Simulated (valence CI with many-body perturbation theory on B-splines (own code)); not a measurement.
**In¹⁸⁺: electric-dipole lines**

Computed by relativistic CI+MBPT: three valence electrons over a frozen Dirac-Fock core [Ar] 3d10, a basis of 11 s, 11 p, 9 d, 7 f, 5 g, 2 h, 1 i functions for each j, with the one-electron correlation potential Σ1 (screened to all orders), the two-electron term Σ2, the three-electron term Σ3, Breit, model QED; selected single and double excitations, second order for the rest (own B-spline code, finite nucleus).

No measured spectrum was set against this ion. As an estimate, levels hold to about 250 cm⁻¹ or 0.2 % of their energy and the worst to 1 %, as in measured heavy ions of charge 2 to 7; those with d or f electrons hold less well.

Lines 201 to 250 of 274 in falling wavelength, among levels below 1529100 cm⁻¹, chosen from the strongest by gf and those to the six lowest levels. Wavelengths and rates use the calculated energies, so an error of 2000 cm⁻¹ moves a line at 149.8 Å by 0.3 % and its rate by three times that or more. Electric multipoles are in the length gauge, E1 and E2 with the static RPA response of the core. Weak lines are less certain than strong ones. Lines between different terms over intervals too small for the method are left out, as are lines whose strength nearly cancels. Where a level lies close to another of its J and parity, the split of strength between their lines is uncertain. The highest levels of a list are the least certain.

Names give the largest LS component (configuration and term), which can be under half, so a name can repeat, a term be missing and a line seem to break the LS rules; names also repeat where a configuration has a term twice. Letters in brackets count levels of one name in rising energy.

```tsv
λ vac (Å)	Upper	Lower	A (s⁻¹)	log gf	Branch %
149.8	4s 4p 4d 2P°_1/2 [a]	4s 4p2 2P_1/2	4.40e+10	-0.53	29.6
149.5	4s 4p 4d 4D°_3/2	4s 4p2 4P_1/2	1.12e+11	0.18	77.4
148.7	4s 4p 4d 4D°_1/2	4s 4p2 4P_1/2	1.73e+11	0.06	96.9
148.4	4s 4p 4d 2D°_5/2 [a]	4s 4p2 4P_5/2	6.64e+07	-2.88	0.1
148.1	4p2 4d 2F_7/2 [b]	4p3 2D°_5/2	1.86e+11	0.69	88.4
148.0	4s2 4d 2D_3/2	4s2 4p 2P°_1/2	1.34e+11	0.25	82.9
147.9	4s 4p 4d 4P°_1/2	4s 4p2 4P_3/2	1.17e+11	-0.11	98.5
147.6	4s 4p 4d 2P°_1/2 [b]	4s 4p2 2P_1/2	6.11e+10	-0.40	32.5
147.3	4s 4p 4d 4D°_5/2	4s 4p2 4P_3/2	5.13e+10	0.00	35.0
147.2	4s 4p 4d 4P°_3/2	4s 4p2 4P_3/2	7.16e+10	-0.03	55.6
146.3	4p2 4d 2D_5/2	4p3 4S°_3/2 [a]	1.01e+11	0.29	55.2
145.6	4s 4p 4d 2F°_5/2 [b]	4s 4p2 2D_3/2	1.44e+11	0.44	81.0
144.7	4s 4p 4d 2D°_3/2 [b]	4s 4p2 2P_1/2	2.42e+10	-0.52	10.4
143.0	4s 4p 4d 2D°_5/2 [a]	4s 4p2 4P_3/2	9.26e+08	-1.77	1.1
142.9	4p2 4d 2S_1/2	4p3 4S°_3/2 [b]	3.28e+10	-0.70	18.9
142.5	4s 4p 4d 2P°_1/2 [a]	4s 4p2 2D_3/2	1.48e+08	-3.05	0.1
140.8	4s 4p 4d 2P°_3/2 [a]	4s 4p2 4P_5/2	1.46e+08	-2.76	0.1
140.5	4s 4p 4d 2P°_1/2 [b]	4s 4p2 2D_3/2	3.76e+09	-1.65	2.0
140.5	4s 4p 4d 2F°_7/2 [a]	4s 4p2 4P_5/2	1.50e+10	-0.45	26.0
140.3	4s 4p 4d 2D°_3/2 [a]	4s 4p2 4P_1/2	1.58e+10	-0.73	12.6
138.5	4s 4p 4d 4P°_1/2	4s 4p2 4P_1/2	6.24e+07	-3.44	0.1
137.9	4s 4p 4d 2D°_3/2 [b]	4s 4p2 2D_3/2	7.96e+09	-1.04	3.4
137.8	4s 4p 4d 2P°_3/2 [b]	4s 4p2 2D_3/2	2.43e+09	-1.56	1.4
137.8	4s 4p 4d 4P°_3/2	4s 4p2 4P_1/2	6.82e+08	-2.11	0.5
136.7	4s 4p 4d 2D°_5/2 [b]	4s 4p2 2D_3/2	4.48e+08	-2.12	0.2
136.2	4s 4p 4d 2F°_7/2 [b]	4s 4p2 4P_5/2	1.52e+10	-0.47	9.0
135.9	4s 4p 4d 2P°_3/2 [a]	4s 4p2 4P_3/2	1.01e+09	-1.95	0.6
135.8	4s 4p 4d 2F°_5/2 [b]	4s 4p2 4P_5/2	2.13e+08	-2.45	0.1
131.3	4s 4p 4d 2F°_5/2 [b]	4s 4p2 4P_3/2	4.94e+08	-2.12	0.3
129.1	4s 4p 4d 2D°_3/2 [b]	4s 4p2 4P_5/2	7.10e+07	-3.15	0.0
129.0	4s 4p 4d 2P°_3/2 [b]	4s 4p2 4P_5/2	1.37e+08	-2.87	0.1
128.7	4s 4p 4d 2P°_1/2 [a]	4s 4p2 4P_3/2	5.23e+08	-2.59	0.4
128.1	4s 4p 4d 2D°_5/2 [b]	4s 4p2 4P_5/2	9.75e+08	-1.84	0.4
127.9	4s 4p 4d 2P°_3/2 [a]	4s 4p2 4P_1/2	4.51e+09	-1.35	2.6
127.1	4s 4p 4d 2P°_1/2 [b]	4s 4p2 4P_3/2	6.51e+07	-3.50	0.0
125.0	4s 4p 4d 2D°_3/2 [b]	4s 4p2 4P_3/2	7.52e+08	-2.15	0.3
124.9	4s 4p 4d 2P°_3/2 [b]	4s 4p2 4P_3/2	5.23e+07	-3.31	0.0
124.0	4s 4p 4d 2D°_5/2 [b]	4s 4p2 4P_3/2	6.37e+08	-2.05	0.3
121.5	4s 4p 4d 2P°_1/2 [a]	4s 4p2 4P_1/2	8.32e+08	-2.43	0.6
120.1	4s 4p 4d 2P°_1/2 [b]	4s 4p2 4P_1/2	3.70e+08	-2.80	0.2
118.1	4s 4p 4d 2D°_3/2 [b]	4s 4p2 4P_1/2	2.04e+08	-2.77	0.1
118.1	4s 4p 4d 2P°_3/2 [b]	4s 4p2 4P_1/2	7.76e+07	-3.19	0.0
114.8	4s2 4f 2F°_5/2	4s 4p2 2D_3/2	2.94e+09	-1.46	1.5
108.6	4s2 4f 2F°_7/2	4s 4p2 4P_5/2	7.96e+08	-1.95	0.4
108.6	4s2 4f 2F°_5/2	4s 4p2 4P_5/2	4.30e+07	-3.34	0.0
105.7	4s2 4f 2F°_5/2	4s 4p2 4P_3/2	6.91e+07	-3.16	0.0
80.74	4p2 4d 4F_3/2	4s2 4p 2P°_3/2	9.19e+05	-5.44	0.0
79.30	4p2 4d 4F_5/2	4s2 4p 2P°_3/2	1.20e+07	-4.17	0.0
77.99	4p2 4d 2F_5/2 [a]	4s2 4p 2P°_3/2	2.84e+05	-5.81	0.0
77.17	4p2 4d 2P_3/2	4s2 4p 2P°_3/2	1.23e+06	-5.36	0.0
```

(1) How does gf follow from A for the line at 80.74 Å?

## Answers

(1) gf = 1.4992 × (2J+1)_upper × A / σ², with σ = 1238525 cm⁻¹ and 2J+1 = 4: gf = 3.59e-06.
